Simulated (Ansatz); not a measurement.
Calculated with Ansatz (gas phase, PBE0-D4/def2-TZVP geometries, no zero-point term in ΔE). CBS: MP2 limit from def2 TZ/QZ plus the TZ coupled-cluster correction, frozen cores. This one scheme is used for every species. For Ge, Se outer-core shells are correlated without core-valence functions, which leaves a few kJ/mol of doubt a bond. Scalar relativity is left out up to krypton. Each species was taken in one conformer, which may not be the lowest.

`COC(O)[SeH]` + `C=[CH][GeH3]` → `C=[C]([GeH3])[SeH]` + `COCO`  (formal exchange of groups at the Se–C bond)

| species | CCSD(T)/CBS(def2) energy (Eh) |
| --- | --- |
| `COC(O)[SeH]` | -2630.73611 |
| `C=[CH][GeH3]` | -2155.78858 |
| `C=[C]([GeH3])[SeH]` | -4556.49191 |
| `COCO` | -230.04026 |

Work out ΔE.

ΔE = (-4556.49191) + (-230.04026) − (-2630.73611) − (-2155.78858) = -0.00748 Eh = -19.6 kJ/mol.

Largest T1 diagnostic among the species: 0.012.

In def2-TZVPP, CCSD(T) changes the Hartree–Fock value by −3.9 kJ/mol (the triples alone add −0.5 kJ/mol) and MP2 by −8.4 kJ/mol.
